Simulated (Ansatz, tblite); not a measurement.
Removing an electron: [CuCl2]- (CuCl2⁻). Total charge -1; singlet. Geometry: B3LYP-D4/def2-TZVPD. Ansatz, gas phase; energy differences of separate SCF runs; the oxidised species was run as a doublet alone.

```xyz
3

Cu    0.0000    0.0000    0.0000
Cl    1.3635   -1.6445    0.3015
Cl   -1.3635    1.6445   -0.3015
```

The xTB rows come from tblite. Correlated methods freeze 19 core orbitals. HOMO above LUMO, or a gap near zero within one spin, warns that the state may not be the lowest or that an electron is smeared out.

```csv
level,−HOMO (eV),vertical IE (eV),−LUMO (eV),HOMO–LUMO gap (eV),remarks
GFN1-xTB,6.67,9.55,-0.98,7.65,–
GFN2-xTB,4.88,8.75,-3.27,8.15,–
HF/def2-TZVPPD,–,1.81,–,–,–
PBE-D4/def2-TZVPD,0.66,4.03,-2.84,3.50,gap within one spin near zero (doublet)
r2SCAN-D4/def2-TZVPD,0.78,4.09,-3.28,4.06,–
PBE0-D4/def2-TZVPD,2.37,4.33,-3.41,5.77,–
MP2/def2-TZVPPD,–,5.67,–,–,–
CCSD/def2-TZVPPD,–,4.24,–,–,–
CCSD(T)/def2-TZVPPD,–,4.50,–,–,–
```

  Raw xTB energy differences between charge states are shifted by several eV; the methods need an empirical correction for them.
